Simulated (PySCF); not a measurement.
**Basis-set dependence of ZrH at PBE0**

PySCF, UKS reference; quartet, unpaired electrons σ ↑, π ↑, δ ↑; De to Zr (4d2 5s2) + H without counterpoise correction.

```csv
basis,relativity,functions,Re (Å),ωe (cm⁻¹),De (eV),μ (D)
cc-pVDZ-PP/cc-pVDZ,scalar-relativistic core potentials,43,1.864,1599,n/a,-2.52
def2-TZVPPD,scalar-relativistic core potentials,73,1.858,1596,n/a,-2.53
x2c-TZVPPall,spin-free X2C,93,1.855,1594,n/a,-2.56
```

Task: How does each smaller set differ from the one with most functions, x2c-TZVPPall?

Result: cc-pVDZ-PP/cc-pVDZ: +0.9 pm, +0.3 % in ωe; def2-TZVPPD: +0.3 pm, +0.1 % in ωe. All at PBE0; the set with most functions is neither the basis-set limit nor always the best. The rows treat relativity differently, so the differences are not basis effects alone.

A positive dipole means Zr(−)H(+). De is left out where the level can put another filling of the metal’s s and d shells below the measured ground configuration, by anything from nothing to about 1 eV. Spin–orbit coupling is left out, which matters for elements this heavy, above all for dissociation energies. With d or f electrons several states lie close, and the lowest PBE0 determinant need not be the measured ground state.
